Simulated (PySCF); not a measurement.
**Electron correlation in Re (rhenium, neutral)**

[Xe] 4f14 5d7, high-spin 4F determinant (an excited configuration). Computed with PySCF 2.14 in x2c-TZVPPall with one added diffuse shell each of s, p, d, f type (12s8p8d4f1g, 113 functions), with scalar relativity by spin-free X2C-1e. Frozen: [Xe] 4f14; 7 electrons correlated.

```json
{"level": "CCSD", "correlation energy (mhartree)": "-165.96"}
{"level": "(T)", "correlation energy (mhartree)": "-26.91"}
{"level": "CCSD(T)", "correlation energy (mhartree)": "-192.87"}
```

Diagnostics: T1 = 0.012, D1 = 0.0213, largest double amplitude 0.138.

Spin-orbit coupling, absent here, splits the open shell strongly.

Cost of the coupled-cluster step: about 29 core-seconds, for 7 correlated electrons.
